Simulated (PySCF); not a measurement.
Compound: C₆H₇NOS.
Numbering: `[CH3:1][S@@:2](=[O:3])[c:4]1[cH:5][cH:6][n:7][cH:8][cH:9]1` (hydrogens: H10, H11, H12 on C1; H13 on C5; H14 on C6; H15 on C8; H16 on C9)

Structure optimised with GFN2-xTB, isolated species.

Question: What internal coordinates does the optimisation give?

Answer: 
```json
{"bond": "C1–S2", "length (Å)": "1.854", "order": "single"}
{"bond": "S2=O3", "length (Å)": "1.461", "order": "double"}
{"bond": "S2–C4", "length (Å)": "1.833", "order": "single"}
{"bond": "C4–C5, C4–C9", "length (Å)": "1.383", "order": "aromatic"}
{"bond": "C5–C6, C8–C9", "length (Å)": "1.388", "order": "aromatic"}
{"bond": "C6–N7, N7–C8", "length (Å)": "1.321", "order": "aromatic"}
{"bond": "C1–H10, C1–H11, C1–H12", "length (Å)": "1.084", "order": "single"}
{"bond": "C5–H13, C9–H16", "length (Å)": "1.079", "order": "single"}
{"bond": "C6–H14, C8–H15", "length (Å)": "1.082", "order": "single"}
```

Bonds in one row agree within 0.01 Å and their mean is given. Orders are formal, as drawn. A selection of angles:
```json
{"angle": "C1–S2–O3", "degrees": "106.0"}
{"angle": "C1–S2–C4", "degrees": "92.7"}
{"angle": "O3–S2–C4", "degrees": "105.5"}
{"angle": "S2–C4–C5", "degrees": "121.0"}
{"angle": "S2–C4–C9", "degrees": "119.2"}
{"angle": "C5–C4–C9", "degrees": "119.8"}
{"angle": "C4–C5–C6", "degrees": "117.5"}
{"angle": "C5–C6–N7", "degrees": "123.3"}
{"angle": "C6–N7–C8", "degrees": "118.6"}
```

Dihedral angles: C1–S2–C4–C5 79° (synclinal).

The C–S distances run from 1.833 Å (S2–C4, drawn single) to 1.854 Å (C1–S2, drawn single), a spread of 0.021 Å. The 6-membered ring C4–C5–C6–N7–C8–C9 has internal angles of 117.5° to 123.3° (sum 720°, against 720° for a flat polygon); it is planar, 0.00 Å rms from its mean plane, widest ring torsion 1°. S2 (sulfinyl sulfur) is pyramidal (angles 106.0°, 105.5° and 92.7°, sum 304.3°, 0.75 Å off the plane of its three neighbours). Of the pairs four or more bonds apart, O3···H16 is among the closest relative to their van der Waals radii: 2.46 Å, 90 % of the sum of Bondi's values.

Point group: C1 (no symmetry element, even within 0.4 Å). No GFN2-xTB frequencies stand behind this structure, so it isn't proved a minimum. One conformer, not necessarily the lowest.

These are computed values.
